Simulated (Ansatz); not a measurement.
`CC(C)(C)[O][MgH]`. The species carries charge 0 and has multiplicity 1. The structure was optimised at the PBE0-D4/def2-TZVP level.

```xyz
16

C     0.225   -1.482    0.501
C     0.016   -0.096   -0.105
C     1.238    0.294   -0.933
C    -1.227   -0.102   -0.992
O    -0.157    0.828    0.916
Mg   -0.368    2.005    2.215
H     0.365   -2.243   -0.271
H    -0.643   -1.759    1.105
H     1.106   -1.478    1.147
H     1.099    1.291   -1.359
H     1.412   -0.409   -1.752
H     2.129    0.312   -0.300
H    -1.387    0.892   -1.418
H    -1.134   -0.818   -1.813
H    -2.106   -0.368   -0.400
H    -0.571    3.133    3.458
```

**Question.** What is the dipole moment at PBE/def2-TZVPP? (Best estimate.)

**Answer.** The calculation gave: 0.11 D, with components (0.02, -0.07, -0.08) D in this frame, pointing from negative to positive charge.

**Question.** And with r2SCAN, B3LYP, ωB97M-V? (Estimate.)

**Answer.** Ansatz gave: r2SCAN 0.20 D, B3LYP 0.13 D, ωB97M-V 0.17 D.

**Question.** Give the Mulliken charges with PBE, ωB97M-V, r2SCAN in def2-TZVPP. (Best estimate.)

**Answer.** Computed: 
| atom | PBE | ωB97M-V | r2SCAN |
| --- | --- | --- | --- |
| C1 | -0.26 | -0.31 | -0.18 |
| C2 | 0.39 | 0.22 | 0.45 |
| C3 | -0.26 | -0.31 | -0.18 |
| C4 | -0.26 | -0.31 | -0.18 |
| O5 | -0.60 | -0.62 | -0.70 |
| Mg6 | 0.58 | 0.64 | 0.73 |
| H7 | 0.07 | 0.10 | 0.04 |
| H8 | 0.07 | 0.10 | 0.04 |
| H9 | 0.07 | 0.10 | 0.04 |
| H10 | 0.07 | 0.10 | 0.04 |
| H11 | 0.07 | 0.10 | 0.04 |
| H12 | 0.07 | 0.10 | 0.04 |
| H13 | 0.07 | 0.10 | 0.04 |
| H14 | 0.07 | 0.10 | 0.04 |
| H15 | 0.07 | 0.10 | 0.04 |
| H16 | -0.17 | -0.20 | -0.26 |

B3LYP here is the variant with VWN-RPA as its local correlation; programs differ in this.
